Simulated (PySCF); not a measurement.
C₃H₃N₂ (SMILES [c]1cnc[nH]1), doublet, at a GFN2-xTB geometry; PySCF with WB97X/STO-3G.

Input for PySCF:
```python
from pyscf import gto, scf, dft

mol = gto.M(
    atom='''
C     0.27236014   -1.00195734    0.56516932
C     1.19099687   -0.19044326   -0.01759859
N     0.51940717    0.85249222   -0.56329251
C    -0.75970702    0.68408123   -0.32290162
N    -0.96357796   -0.45087572    0.37351811
H     2.25307636   -0.28200407   -0.07977545
H    -1.53106846    1.35703366   -0.63791490
H    -1.83471236   -0.83642890    0.69809648
''',
    basis='sto-3g',
    spin=1,
    verbose=4,
)

mf = dft.UKS(mol)
mf.xc = 'wb97x'
mf.grids.atom_grid = (99, 590)
mf.grids.prune = None
mf.kernel()
```

What the program printed (banner, timings and long lists left out):

```
PySCF version 2.14.0

[INPUT] verbose = 4
[INPUT] num. atoms = 8
[INPUT] num. electrons = 35
[INPUT] charge = 0
[INPUT] spin (= nelec alpha-beta = 2S) = 1
[INPUT] symmetry False subgroup None
[INPUT] Mole.unit = angstrom
[INPUT] Symbol           X                Y                Z      unit          X                Y                Z       unit  Magmom
[INPUT]  1 C      0.272360140000  -1.001957340000   0.565169320000 AA    0.514686071848  -1.893424961098   1.068015228807 Bohr   0.0
[INPUT]  2 C      1.190996870000  -0.190443260000  -0.017598590000 AA    2.250657899514  -0.359885603669  -0.033256515279 Bohr   0.0
[INPUT]  3 N      0.519407170000   0.852492220000  -0.563292510000 AA    0.981537298435   1.610976819122  -1.064468571919 Bohr   0.0
[INPUT]  4 C     -0.759707020000   0.684081230000  -0.322901620000 AA   -1.435638202709   1.292726171656  -0.610195626978 Bohr   0.0
[INPUT]  5 N     -0.963577960000  -0.450875720000   0.373518110000 AA   -1.820898444067  -0.852031627016   0.705846930465 Bohr   0.0
[INPUT]  6 H      2.253076360000  -0.282004070000  -0.079775450000 AA    4.257697258132  -0.532910458313  -0.150753751964 Bohr   0.0
[INPUT]  7 H     -1.531068460000   1.357033660000  -0.637914900000 AA   -2.893300067360   2.564421959216  -1.205484451779 Bohr   0.0
[INPUT]  8 H     -1.834712360000  -0.836428900000   0.698096480000 AA   -3.467103877754  -1.580621543671   1.319211155723 Bohr   0.0

nuclear repulsion = 155.888556707255
number of shells = 18
number of NR pGTOs = 84
number of NR cGTOs = 28
basis = sto-3g
ecp = {}

******** <class 'pyscf.dft.uks.UKS'> ********
method = UKS
initial guess = minao
damping factor = 0
level_shift factor = 0
DIIS = <class 'pyscf.scf.diis.CDIIS'>
diis_start_cycle = 1
diis_space = 8
diis_damp = 0
SCF conv_tol = 1e-09
SCF conv_tol_grad = None
SCF max_cycles = 50
direct_scf = True
direct_scf_tol = 1e-13
number electrons alpha = 18  beta = 17
XC library pyscf.dft.libxc version 7.1.2
    S. Lehtola, C. Steigemann, M. J. T. Oliveira, and M. A. L. Marques,  SoftwareX 7, 1–5 (2018)
XC functionals = wb97x
    J.-D. Chai and M. Head-Gordon,  J. Chem. Phys. 128, 084106 (2008)
radial grids:
    Treutler-Ahlrichs [JCP 102, 346 (1995); DOI:10.1063/1.469408] (M4) radial grids

becke partition: Becke, JCP 88, 2547 (1988); DOI:10.1063/1.454033
pruning grids: None
grids dens level: 3
symmetrized grids: False
atomic radii adjust function: <function treutler_atomic_radii_adjust>
User specified grid scheme (99, 590)
small_rho_cutoff = 0
Set gradient conv threshold to 3.16228e-05
tot grids = 467280
init E= -224.078711265587

cycle= 1 E= -222.530877340776  delta_E= 1.55  |g|= 0.291  |ddm|= 3.05
cycle= 2 E= -222.544302396177  delta_E= -0.0134  |g|= 0.306  |ddm|= 0.728
cycle= 3 E= -222.596912382433  delta_E= -0.0526  |g|= 0.0404  |ddm|= 0.386
cycle= 4 E= -222.598808447394  delta_E= -0.0019  |g|= 0.0218  |ddm|= 0.0941
cycle= 5 E= -222.599625187375  delta_E= -0.000817  |g|= 0.00898  |ddm|= 0.0595
cycle= 6 E= -222.599973735269  delta_E= -0.000349  |g|= 0.00391  |ddm|= 0.0533
cycle= 7 E= -222.600054208826  delta_E= -8.05e-05  |g|= 0.00192  |ddm|= 0.0295
cycle= 8 E= -222.600066282245  delta_E= -1.21e-05  |g|= 0.00105  |ddm|= 0.00905
cycle= 9 E= -222.600071759795  delta_E= -5.48e-06  |g|= 0.000544  |ddm|= 0.00659
cycle= 10 E= -222.600073533177  delta_E= -1.77e-06  |g|= 0.000189  |ddm|= 0.00464
cycle= 11 E= -222.600073679694  delta_E= -1.47e-07  |g|= 8.04e-05  |ddm|= 0.00137
cycle= 12 E= -222.600073692115  delta_E= -1.24e-08  |g|= 3.89e-05  |ddm|= 0.000278
cycle= 13 E= -222.600073696708  delta_E= -4.59e-09  |g|= 1.89e-05  |ddm|= 0.000165
cycle= 14 E= -222.600073697797  delta_E= -1.09e-09  |g|= 8.8e-06  |ddm|= 8.79e-05
cycle= 15 E= -222.60007369799  delta_E= -1.92e-10  |g|= 2.69e-06  |ddm|= 3.99e-05
Extra cycle  E= -222.600073698001  delta_E= -1.14e-11  |g|= 1.95e-06  |ddm|= 6.66e-06
converged SCF energy = -222.600073698001  <S^2> = 0.76508747  2S+1 = 2.015031
```
